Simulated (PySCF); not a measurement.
Electron correlation in Cl³⁺ (chlorine, charge +3)

[Ne] 3s2 3p2, high-spin 3P determinant. Calculation: PySCF 2.14, in aug-cc-pV(T+d)Z with one added diffuse shell each of s, p, d, f type (7s6p5d3f, 71 functions); the non-relativistic Hamiltonian (point nucleus). Frozen: [Ne]; 4 electrons correlated.

MP2 pair energies summed by pair of shells (mhartree):

```csv
pair,energy,share (%)
3s-3p,-46.09,63.2
3s-3s,-19.20,26.3
3p-3p,-7.63,10.5
```

Total MP2 correlation energy: -72.92 mhartree.

Same-spin part -11.85 and opposite-spin part -61.07 mhartree; SCS-MP2 scales them by 1/3 and 6/5 to -77.23 mhartree.
